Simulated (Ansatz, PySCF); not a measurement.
Gas-phase reaction R1 + R2 → P1 + P2, each structure at its B3LYP-D3(BJ)/def2-TZVP stationary point, reached from a drawn start (curvature not checked).
P1: Cl atom, charge 0, multiplicity 2.
R1: F atom, charge 0, multiplicity 2.
R2: HCl (SMILES Cl), charge 0, multiplicity 1.
P2: HF (SMILES F), charge 0, multiplicity 1.

P less R. No zero-point or thermal terms; singlets are restricted closed shells; open shells are unrestricted; no spin–orbit coupling.

Correlated levels freeze the cores. CBS(a, b) extrapolates the correlation energy as X⁻³ and adds the Hartree–Fock energy of set b.

Programs: Ansatz (Gaussian basis) for Hartree–Fock, density functionals and correlated methods; PySCF for M06-2X. Each number belongs to the level named beside it.

```json
[
 {"level": "HF/aug-cc-pV(Q+d)Z", "reaction energy (eV)": "-0.855"},
 {"level": "SVWN5/def2-TZVPPD", "reaction energy (eV)": "-1.801"},
 {"level": "M06-2X/def2-TZVPPD", "reaction energy (eV)": "-1.454"},
 {"level": "wB97X-V/def2-TZVPPD", "reaction energy (eV)": "-1.399"},
 {"level": "MP2/aug-cc-pV(T+d)Z", "reaction energy (eV)": "-1.636"},
 {"level": "CCSD/aug-cc-pV(D+d)Z", "reaction energy (eV)": "-1.412"},
 {"level": "CCSD(T)/aug-cc-pV(D+d)Z", "reaction energy (eV)": "-1.414"},
 {"level": "CCSD(T)/aug-cc-pV(Q+d)Z", "reaction energy (eV)": "(withheld)"},
 {"level": "CCSD(T)/CBS(aug-cc-pV(T+d)Z, aug-cc-pV(Q+d)Z)", "reaction energy (eV)": "(withheld)"}
]
```

Problem. Complete the blanks.

Solution. 
- CCSD(T)/aug-cc-pV(Q+d)Z, reaction energy (eV): -1.483
- CCSD(T)/CBS(aug-cc-pV(T+d)Z, aug-cc-pV(Q+d)Z), reaction energy (eV): -1.494

Ansatz is an electronic-structure program.
